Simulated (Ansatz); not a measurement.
C2H7ClOSi can be A, `C[Si](C)(O)Cl`, or B, `CCO[SiH2]Cl`.

Gas-phase electronic energies from Ansatz, PBE0-D4/def2-TZVP geometries. CBS: MP2 limit from def2 TZ/QZ plus the TZ coupled-cluster correction, frozen cores. DFT in def2-TZVPP. B3LYP here is the variant with VWN-RPA as its local correlation; programs differ in this. Each species was taken in one conformer, which may not be the lowest.

Problem. Which isomer does CCSD(T)/CBS put lower? Give the gap. (Best estimate.)

Solution. The calculation gave: A, by 35.3 kcal/mol.

Problem. Give E(B) − E(A) in kcal/mol with PBE0-D4, PBE-D4, CCSD(T)/def2-TZVPP, B3LYP-D4, CCSD(T)/def2-SVP, LDA (SPW92), B3LYP. (Estimate.)

Solution. Ansatz gave: PBE0-D4 35.6, PBE-D4 35.1, CCSD(T)/def2-TZVPP 34.3, B3LYP-D4 33.7, CCSD(T)/def2-SVP 27.1, LDA (SPW92) 35.0, B3LYP 32.6. None reverses the order clearly.

Problem. Does the order hold for the free energy at 298.15 K (harmonic terms from PBE0-D4)? (An estimate is asked.)

Solution. Computed: Yes: G(B) − G(A) = +34.9 kcal/mol, for one conformer each. Modes under 60 cm⁻¹, often nearly free rotors, make the harmonic entropy too high.

Largest T1 diagnostic: 0.010.

In def2-TZVPP, CCSD(T) changes the Hartree–Fock value by +4.7 kcal/mol (the triples alone add +0.4 kcal/mol) and MP2 by +6.8 kcal/mol. At CCSD(T), def2-SVP lies −8.2 kcal/mol from the extrapolated value and def2-TZVPP −1.0 kcal/mol.
